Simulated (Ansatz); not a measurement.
`CB(F)[SeH]` + `BNC` → `BN(C)B(C)F` + H₂Se at 600 K and 1 bar (ligand exchange at a B–Se bond).

Calculated with Ansatz (gas phase, PBE0-D4/def2-TZVP geometries, no zero-point term in ΔE). CCSD(T)/CBS adds triple-zeta CCSD(T) − MP2 to the extrapolated MP2 energy (def2 sets, frozen cores). For Se outer-core shells are correlated without core-valence functions, which leaves a few kJ/mol of doubt a bond. Scalar relativity is left out up to krypton. One conformer a species, not always the lowest.

| species | CCSD(T)/CBS energy (Eh) | H − E (kJ/mol) | S (J/(mol·K)) |
| --- | --- | --- | --- |
| `CB(F)[SeH]` | -2565.84504 | 184.8 | 396.8 |
| `BNC` | -121.18426 | 242.2 | 328.7 |
| `BN(C)B(C)F` | -285.13931 | 362.7 | 469.9 |
| H₂Se | -2401.89790 | 57.0 | 244.8 |

H − E and S are ideal-gas, rigid-rotor, harmonic terms from PBE0-D4/def2-TZVP, for one conformer and one mirror image of each species. 1 Eh = 2625.50 kJ/mol, R = 8.31446 J/(mol·K).

Q: By hand: ΔE, ΔH, ΔS and ΔG.

A: ΔE = (-285.13931) + (-2401.89790) − (-2565.84504) − (-121.18426) = -0.00791 Eh = -20.8 kJ/mol. Δ(H − E) = 362.7 + 57.0 − 184.8 − 242.2 = -7.3, so ΔH = -28.1 kJ/mol. ΔS = 469.9 + 244.8 − 396.8 − 328.7 = -10.8 J/(mol·K). ΔG = -28.1 − 600 × (-10.8)/1000 = -21.6 kJ/mol.

Q: By hand: the equilibrium constant, and the temperature at which ΔG would vanish if ΔH and ΔS stayed fixed.

A: log₁₀ K = −ΔG/(RT ln 10) = 1.9. ΔG = 0 at ΔH/ΔS = 2602 K, far beyond where these terms or the molecules hold.

The number of gas molecules stays the same, so ΔS is small and ΔH decides. A doubt of 5 kJ/mol in ΔE shifts log₁₀ K by 0.4 here. Other conformers and mirror images would add mixing entropy, several J/(mol·K) or more a flexible species. Modes under 60 cm⁻¹, often nearly free rotors, make the harmonic entropy too high. These are equilibria of isolated gas molecules and say nothing of rates. Largest T1 diagnostic: 0.012 (customary marks: 0.02 for closed shells, 0.045 for open ones).
